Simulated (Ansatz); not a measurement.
AlClH₄OSSi (`[SiH3][O][Al]([SH])[Cl]`), relaxed with RKS PBE-D4/def2-SVP in Ansatz 0.2.0 from a rough embedded geometry. The force threshold is 0.03 eV/Å; the program also tests the step.

The species carries charge 0 and has multiplicity 1.

Start:

```xyz
9

Si    0.389   -1.235   -0.753
O    -0.104   -1.149    0.860
Al   -0.697    0.563    1.039
S     0.750    2.274    1.638
Cl   -2.822    1.085    0.700
H    -0.821   -1.041   -1.662
H     1.428   -0.313   -1.076
H     0.820   -2.616   -1.016
H     1.056    2.432    0.270
```

```
         step  energy (eV)  largest force (eV/Å)  largest move (Å)
            1  -39916.0347                 1.979             0.000
            2  -39916.4800                 1.099             0.118
            3  -39916.6016                 0.624             0.131
            4  -39916.6676                 0.493             0.164
            5  -39916.7427                 0.734             0.196
            6  -39916.8162                 1.000             0.195
            7  -39916.9377                 0.325             0.199
            8  -39916.9937                 0.201             0.200
            9  -39917.0121                 0.055             0.168
10 (rejected)  -39917.0044                 0.205             0.195
           11  -39917.0156                 0.050             0.082
           12  -39917.0158                 0.115             0.082
           13  -39917.0170                 0.066             0.017
           14  -39917.0195                 0.018             0.050
           15  -39917.0209                 0.040             0.084
           16  -39917.0214                 0.093             0.081
           17  -39917.0218                 0.065             0.010
           18  -39917.0228                 0.020             0.038
           19  -39917.0232                 0.060             0.086
20 (rejected)  -39917.0228                 0.093             0.024
           21  -39917.0236                 0.016             0.012
```

End:

```xyz
9

Si    0.393   -1.349   -1.107
O    -0.021   -0.106   -0.076
Al   -0.802    0.956    0.996
S     0.257    2.687    1.789
Cl   -2.798    0.636    1.580
H    -0.637   -1.495   -2.195
H     1.728   -1.049   -1.735
H     0.492   -2.645   -0.348
H     1.387    2.364    1.096
```

Run time 22 s (4 threads of a server CPU on a shared host); peak host memory 0.2 GiB.
